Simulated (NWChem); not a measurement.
AlI2F; SMILES [F][Al]([I])[I]

Computed with NWChem. Medium grid unless said otherwise, to which SCAN and Minnesota functionals are sensitive. All runs use the structure optimised with PBE-D3(BJ)/def2-SVP. def2 effective core potentials on I; no spin-orbit coupling. B3LYP is NWChem's, with the RPA form of VWN correlation.

Problem. Order these by “dipole (D)”, lowest first: MN15/def2-SVP; M06-L/def2-SVP; HCTH/407/def2-SVP; LRC-wPBEh/def2-SVP.

Solution. LRC-wPBEh/def2-SVP (0.86), MN15/def2-SVP (0.92), HCTH/407/def2-SVP (0.97), M06-L/def2-SVP (1.09)
